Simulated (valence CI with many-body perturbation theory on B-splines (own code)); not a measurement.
Ti I: configurations and terms from energies and g

Level of theory: relativistic CI+MBPT: four valence electrons over a frozen Dirac-Fock core [Ar], a basis of 9 s, 9 p, 10 d, 8 f, 5 g, 3 h, 1 i functions for each j, with the one-electron correlation potential Σ1, the two-electron term Σ2, the three-electron term Σ3, Breit, model QED; selected CI, second order for the rest, scaled by the run's own slope (own B-spline code, finite nucleus).

Against 41 measured levels this calculation errs by 376 cm⁻¹ on average and by 558 at most. These come from a selection out of the NIST Handbook of Basic Atomic Spectroscopic Data. Levels without a partner in it may be off by more, other configurations by 1,000 to 4,000 cm⁻¹. Among the levels kept, up to 670 cm⁻¹ of a level comes from second order outside the variational space, and about a tenth of that is noise between levels of different J, which matters for small intervals.

| No. | J | Parity | E (cm⁻¹) | g |
| --- | --- | --- | --- | --- |
| 1 | 2 | even | 0.0 | 0.666 |
| 2 | 3 | even | 172 | 1.083 |
| 3 | 4 | even | 380 | 1.250 |
| 4 | 1 | even | 6000 | -0.002 |
| 5 | 2 | even | 6043 | 1.000 |
| 6 | 3 | even | 6105 | 1.250 |
| 7 | 4 | even | 6185 | 1.351 |
| 8 | 5 | even | 6286 | 1.401 |
| 9 | 2 | even | 7353 | 1.008 |
| 11 | 1 | even | 8404 | 1.501 |
| 12 | 2 | even | 8518 | 1.492 |
| 13 | 2 | even | 11006 | 0.666 |
| 14 | 3 | even | 11112 | 1.083 |
| 15 | 4 | even | 11249 | 1.249 |

Energies count from the lowest level. Strongly mixed levels and levels close to another of their J and parity, and those with J = 0 are left out, so the numbers can have gaps.

(1) Give configuration and LS term of each level.

Results:

(1) 1: 3d2.4s2 3F; 2: 3d2.4s2 3F; 3: 3d2.4s2 3F; 4: 3d3.4s 5F; 5: 3d3.4s 5F; 6: 3d3.4s 5F; 7: 3d3.4s 5F; 8: 3d3.4s 5F; 9: 3d2.4s2 1D; 11: 3d2.4s2 3P; 12: 3d2.4s2 3P; 13: 3d3.4s 3F; 14: 3d3.4s 3F; 15: 3d3.4s 3F.
